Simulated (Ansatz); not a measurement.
Ansatz (a program for electronic structure) input (CCSD(T)/def2-QZVPP):
A basis named .json is the Basis Set Exchange file of that set.

Ansatz 0.2 input:
```yaml
crystal:
  periodic: [false, false, false]
  atoms:
    - {symbol: Si, position_ang: [1.53523423, -1.06890713, 0.05862114]}
    - {symbol: I, position_ang: [-0.46260465, 0.35472738, -0.01782576]}
    - {symbol: H, position_ang: [1.47008769, -1.91189127, 1.27975967]}
    - {symbol: H, position_ang: [1.55467962, -1.92396005, -1.15569020]}
basis:
  gaussian:
    orbitals: def2-QZVPP.json
magnetization: {spin_polarized: true, initial_magnetization: 1}
correlation: {method: ccsd_t, electrons: outside_noble_gas}
```

Output:

```
Functional definition: HF
integrals: 1.61 GiB planned
1266 factors; integrals over basis functions are off by at most 7.5e-4 eV
mean field: 0.86 GiB planned
mean field evaluation 1: about -15966.0790 eV, gradient 8.0e0 eV
mean field evaluation 2: about -15966.0816 eV, gradient 8.0e0 eV
mean field evaluation 4: about -15966.9577 eV, gradient 2.3e0 eV
mean field evaluation 8: about -15967.0127 eV, gradient 5.6e-3 eV
mean field evaluation 16: about -15966.9540 eV, gradient 2.3e0 eV
mean field evaluation 32: about -15963.3645 eV, gradient 6.5e-2 eV
mean field evaluation 64: about -15963.3655 eV, gradient 1.3e-2 eV
mean field -15967.01269082 eV, -586.7768935578 hartree, gradient 1.8e-6 eV, S^2 0.756617; 0 other end points of the search recorded, 0 dependent functions left out
14 core orbitals not correlated
reference -15967.01269082 eV, -586.7768935578 hartree; 7, 6 occupied and 191, 192 virtual orbitals, 1266 factors
second order -7.33899710 eV of doubles, -0.00000000 eV of singles
coupled cluster: 1.93 GiB planned
cycle   1  -7.90070635 eV  change   -5.6e-1 eV  update   7.1e-2
cycle   2  -8.14592666 eV  change   -2.5e-1 eV  update   2.4e-2
cycle   3  -8.18909294 eV  change   -4.3e-2 eV  update   1.3e-2
cycle   4  -8.18524182 eV  change    3.9e-3 eV  update   5.4e-3
cycle   5  -8.18542423 eV  change   -1.8e-4 eV  update   2.7e-3
cycle   6  -8.18567259 eV  change   -2.5e-4 eV  update   1.1e-3
cycle   7  -8.18588246 eV  change   -2.1e-4 eV  update   4.3e-4
cycle   8  -8.18600838 eV  change   -1.3e-4 eV  update   1.4e-4
cycle   9  -8.18597950 eV  change    2.9e-5 eV  update   5.9e-5
cycle  10  -8.18596212 eV  change    1.7e-5 eV  update   2.1e-5
cycle  11  -8.18596735 eV  change   -5.2e-6 eV  update   8.3e-6
perturbative correction -0.36123579 eV, -0.0132751705 hartree
Total energy: -15975.55989396 eV, -587.0909974796 hartree
```

It need not be the lowest isomer of its formula.
